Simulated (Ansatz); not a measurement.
Calculated with Ansatz (gas phase, PBE0-D4/def2-TZVP geometries, no zero-point term in ΔE). CCSD(T)/CBS adds triple-zeta CCSD(T) − MP2 to the extrapolated MP2 energy (def2 sets, frozen cores). This one scheme is used for every species. Functionals use def2-TZVPP. B3LYP here is the variant with VWN-RPA as its local correlation; programs differ in this. For Ga, Se outer-core shells are correlated without core-valence functions, which leaves a few kJ/mol of doubt a bond. Scalar relativity is left out up to krypton.

`[GaH2][SeH]` + PH₃ → `P[SeH]` + `[GaH3]`  (ligand exchange at the Se–Ga bond)

Question: Is it downhill or uphill in electronic energy at CCSD(T)/CBS, and by how much? (Best estimate.)

Answer: The calculation gave: Uphill: ΔE = +108.4 kJ/mol.

Question: What do these levels give: CAM-B3LYP-D4, PBE0, B3LYP, r2SCAN0, CCSD/def2-TZVPP, MP2/def2-QZVPP? (Estimate.)

Answer: The calculation gave: CAM-B3LYP-D4 104.5, PBE0 104.0, B3LYP 104.4, r2SCAN0 107.6, CCSD/def2-TZVPP 110.5, MP2/def2-QZVPP 108.5 kJ/mol.

Largest T1 diagnostic among the species: 0.013.

At CCSD(T), def2-SVP lies +10.7 kJ/mol from the extrapolated value and def2-TZVPP +2.0 kJ/mol. Leaving LDA and LC-ωPBE aside and taking each functional with its dispersion term where it has one, the values, not all of them listed here, spread over 11.0 kJ/mol, from revPBE-D4 to PBE-QIDH. LDA lies +3.6 kJ/mol from PBE without D4. From BLYP to BHLYP (50 % exact exchange), in def2-TZVPP and without D4, ΔE moves by +3.9 kJ/mol.
